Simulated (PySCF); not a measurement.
**Correlation energy of Os(2+) (osmium, charge +2)**

[Xe] 4f14 5d5 6p1, high-spin 7P determinant (an excited configuration). Computed with PySCF 2.14 in def2-QZVPPD with the def2 core potential (60 electrons) (7s5p4d4f2g, 88 functions), with a scalar-relativistic core potential. Frozen: 5s2 5p6; 6 electrons correlated.

| level | correlation energy (mhartree) |
| --- | --- |
| CCSD | -77.54 |
| (T) | -1.23 |
| CCSD(T) | -78.77 |

Diagnostics: T1 = 0.0057, D1 = 0.0162, largest double amplitude 0.026.

Problem. Is a single reference adequate?

Solution. Yes, within this model without spin-orbit coupling: T1 lies below 0.03 and no double amplitude reaches 0.07.
